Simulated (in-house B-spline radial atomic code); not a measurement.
A fraction x of an electron is moved 4s → 4f in Kr IV (Kr3+), starting from [Ar] 3d10 4s2 4p3 and keeping the highest spin. Level of theory: non-relativistic PBEsol, spin-polarised, spherical fractional occupations, point nucleus; calculated with a radial B-spline atomic code at the basis-set limit.

```tsv
x	E(x) - E(0) (eV)	4s down level (eV)	4f up level (eV)
0	0.0000	-55.678	-
0.125	5.7123	-56.363	-10.524
0.25	11.4632	-57.014	-10.844
0.375	17.2536	-57.632	-11.160
0.5	?	?	?
0.625	28.9411	-58.783	-11.762
0.75	34.8355	-59.335	-12.044
0.875	?	?	?
1	46.7214	-	-12.571
```

(1) What belongs in the row x = 0.5?

(2) What belongs in the row x = 0.875?

(3) Check Janak's theorem between x = 0.125 and 0.25.

Answers

(1) An energy change of 23.0802 eV; 4s down at -58.220 eV, 4f up at -11.467 eV.

(2) An energy change of 40.7645 eV; 4s down at -59.885 eV, 4f up at -12.312 eV.

(3) The slope of the energy is 46.01 eV; the orbital levels give 46.00 eV (ε of the receiving orbital less ε of the emptying one, averaged over the two points).
